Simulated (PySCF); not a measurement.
C₆H₄F₃ (charge -1).
Structure used (PBE0-D3(BJ)/def2-SVP), in Å, numbered top down from 1:
```
atom  x, y, z in Å
F1     2.2832    1.4690    0.3009
C2     1.8715    0.2175   -0.0173
F3     2.5441   -0.6214    0.8134
F4     2.4437   -0.0176   -1.2399
C5     0.4215    0.0551    0.0337
C6    -0.5344    1.0862   -0.1438
C7    -1.8060    0.4973   -0.1009
C8    -1.6433   -0.8965    0.0986
C9    -0.2710   -1.1732    0.1774
H10   -0.3058    2.1455   -0.2787
H11   -2.7590    1.0267   -0.1925
H12   -2.4493   -1.6308    0.1880
H13    0.1925   -2.1502    0.3321
```

Computed, not measured: PySCF 2.14.0, PBE0-D3(BJ)/def2-SVP geometry optimisation, gas phase.

Masses are those of the commonest isotopes; rigid-rotor values at the optimised geometry. 

(1) Give the principal moments of inertia and the rotational constants in MHz.

(2) Classify the top.

(3) What does the inertial defect say?

(4) Give the other two planar moments, Paa and Pbb, and the rms extents of the mass along the axes.

(5) List the rotational levels J(Ka,Kc) to J = 4 (K).

(6) Which types of transition are allowed, and where do some lines up to J = 4 fall?

Results:

(1) Ia = 145.08, Ib = 426.65, Ic = 484.90 u·Å²; 505379 MHz·u·Å²/I gives A = 3483, B = 1185, C = 1042 MHz.

(2) An asymmetric top: κ = (2 × 1185 − 3483 − 1042)/(3483 − 1042) = -0.88.

(3) Not planar: Δ = Ic − Ia − Ib = -86.84 u·Å². For a rigid frame Δ = −2 Σ m c², so Σ m c² = 43.42 u·Å² lies off the ab plane: 0.00 from hydrogen and 43.41 from heavier atoms. The atom farthest from that plane is 1.24 Å away.

(4) Paa = Σ m a² = (Ib + Ic − Ia)/2 = 383.23 and Pbb = Σ m b² = (Ia + Ic − Ib)/2 = 101.67 u·Å². With the mass M = 133.03 u, the rms extents √(P/M) along a, b and c are 1.70, 0.87, 0.57 Å.

(5) Above 0(0,0), as E/k:
J = 1: 1(0,1) 0.107, 1(1,1) 0.217, 1(1,0) 0.224
J = 2: 2(0,2) 0.320, 2(1,2) 0.424, 2(1,1) 0.445, 2(2,1) 0.776, 2(2,0) 0.776
J = 3: 3(0,3) 0.640, 3(1,3) 0.734, 3(1,2) 0.775, 3(2,2) 1.096, 3(2,1) 1.098, 3(3,1) 1.665, 3(3,0) 1.665
J = 4: 4(0,4) 1.064, 4(1,4) 1.147, 4(1,3) 1.216, 4(2,3) 1.523, 4(2,2) 1.528, 4(3,2) 2.093, 4(3,1) 2.093, 4(4,1) 2.889, 4(4,0) 2.889
Those of J = 1 are B + C, A + C and A + B.

(6) The dipole components (about the centre of mass, as the species is charged) are |μa| = 3.43 D, |μb| = 0.03 D, |μc| = 0.07 D. Intensities carry the squares of the components, which stand as 1.00 : 0.00 : 0.00 (a : b : c). Some lines, for components of 0.1 D or more:

```
type  branch         J(Ka,Kc)   MHz  lower level (cm⁻¹)
   a       Q  2(1,1) ← 2(1,2)   427               0.295
   a       Q  4(1,3) ← 4(1,4)  1422               0.798
   a       R  1(0,1) ← 0(0,0)  2227               0.000
   a       R  2(1,2) ← 1(1,1)  4311               0.151
   a       R  2(1,1) ← 1(1,0)  4596               0.156
   a       R  3(1,3) ← 2(1,2)  6463               0.295
   a       R  3(0,3) ← 2(0,2)  6655               0.223
   a       R  4(0,4) ← 3(0,3)  8844               0.445
   a       R  4(2,3) ← 3(2,2)  8902               0.762
   a       R  4(3,2) ← 3(3,1)  8919               1.157
   a       R  4(3,1) ← 3(3,0)  8920               1.157
   a       R  4(1,3) ← 3(1,2)  9178               0.539
```

No frequency check. The geometry's basis has no diffuse functions, a weakness for an anion. Constants of a rigid frame at the computed geometry: no zero-point averaging, no centrifugal distortion.
